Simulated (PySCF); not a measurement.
PySCF 2.14 output of an unrestricted r2SCAN calculation on a single atom or ion in aug-cc-pCVTZ-DK, with the spin-free X2C one-electron Hamiltonian (Gaussian nucleus):

```
SCF conv_tol = 1e-09
number electrons alpha = 2  beta = 1
    J. W. Furness, A. D. Kaplan, J. Ning, J. P. Perdew, and J. Sun.,  J. Phys. Chem. Lett. 11, 8208-8215 (2020)
    J. W. Furness, A. D. Kaplan, J. Ning, J. P. Perdew, and J. Sun.,  J. Phys. Chem. Lett. 11, 9248-9248 (2020)
    J. W. Furness, A. D. Kaplan, J. Ning, J. P. Perdew, and J. Sun.,  J. Phys. Chem. Lett. 11, 8208-8215 (2020)
    J. W. Furness, A. D. Kaplan, J. Ning, J. P. Perdew, and J. Sun.,  J. Phys. Chem. Lett. 11, 9248-9248 (2020)
cycle= 1 E= -7.42112364271562  delta_E= -0.00127  |g|= 0.00452  |ddm|= 0.695
cycle= 2 E= -7.42114304708384  delta_E= -1.94e-05  |g|= 0.000547  |ddm|= 0.125
cycle= 3 E= -7.42114362668163  delta_E= -5.8e-07  |g|= 4.43e-05  |ddm|= 0.0183
cycle= 4 E= -7.42114363264583  delta_E= -5.96e-09  |g|= 2.76e-06  |ddm|= 0.000973
cycle= 5 E= -7.42114363267153  delta_E= -2.57e-11  |g|= 1.2e-07  |ddm|= 8.46e-05
converged SCF energy = -7.42114363267153  <S^2> = 0.75001101  2S+1 = 2.000011
```

The run itself started from symmetry-adapted Hartree-Fock orbitals and held the occupation by maximum overlap, on a logarithmic radial grid, so the iterations belong to that start.

Which element, charge and spin multiplicity is this?

Li (lithium, neutral), multiplicity 2; the state was [He] 2p1, 2P determinant (an excited configuration).
